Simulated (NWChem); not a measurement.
System: C₂HBCl₂; SMILES C#CB(Cl)Cl

```xyz
6

B      0.0009    -0.0135     0.0000
C      0.0092    -1.5283     0.0000
C      0.0144    -2.7456     0.0000
H      0.0190    -3.8217     0.0000
Cl     1.5040     0.8782     0.0000
Cl    -1.5137     0.8590     0.0000
```
Atoms are numbered in this order, from 1.

Structure relaxed at the PBE0/def2-SVP level.

Symmetry labels are those of Cs in the frame above (b1 and b2, or b-type labels, depend on it).

**Question.** List the 4 lowest vertical singlet excitations from PBE0/6-31+G* (spherical d), TDA (NWChem).

**Answer.** 
```json
[
 {"state": "S1", "energy (eV)": "4.45", "oscillator strength": "0.000", "symmetry": "a\"", "leading excitation (squared amplitude)": "HOMO → LUMO (0.97)"},
 {"state": "S2", "energy (eV)": "5.46", "oscillator strength": "0.000", "symmetry": "a\"", "leading excitation (squared amplitude)": "HOMO−2 → LUMO (0.97)"},
 {"state": "S3", "energy (eV)": "5.54", "oscillator strength": "0.122", "symmetry": "a'", "leading excitation (squared amplitude)": "HOMO−1 → LUMO (0.77)"},
 {"state": "S4", "energy (eV)": "5.80", "oscillator strength": "0.000", "symmetry": "a\"", "leading excitation (squared amplitude)": "HOMO−4 → LUMO (0.99)"}
]
```
